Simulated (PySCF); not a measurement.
## From computed data to an observable: chemical shift, span and skew from a shielding tensor

C2H6O2Si, SMILES O[SiH]1COC1. Atoms are numbered in the order given.

```xyz
11

O      2.0079    -0.4672     0.0000
Si     0.5775     0.3795     0.0000
C     -0.8443    -0.1459    -1.1313
O     -1.7228    -0.0429     0.0000
C     -0.8443    -0.1459     1.1313
H      2.8265     0.0349     0.0000
H      0.8755     1.8471     0.0000
H     -0.7792    -1.1845    -1.5113
H     -1.1887     0.5028    -1.9525
H     -1.1887     0.5028     1.9525
H     -0.7792    -1.1845     1.5113
```

Geometry optimised at PBE0-D3(BJ)/def2-SVP. This is a generated structure with no PubChem entry under its InChIKey; it may be hypothetical. One conformer was computed; it need not be the lowest.

GIAO shieldings from PBE/pcSseg-1 (PySCF), non-relativistic, no solvent. The symmetric part of the tensor of Si2 has the principal values 303.2, 336.7, 365.8 ppm. The same nucleus in TMS has σ = 335.4 ppm at this level (PySCF, at its B3LYP-D3(BJ)/def2-TZVP geometry).

Question: Work out the isotropic shielding, the ²⁹Si shift against TMS, the span and the skew.

Answer: 
σ(iso) = (σ11 + σ22 + σ33)/3 = 335.2 ppm. δ = σ(ref) − σ(iso) = 335.4 − (335.2) = 0.2 ppm.
Span Ω = σ33 − σ11 = 62.6 ppm. Skew κ = 3(σ(iso) − σ22)/Ω = -0.07. Tumbling in solution averages the tensor to δ; in a static solid the shielding alone would spread this spin-1/2 line over Ω.
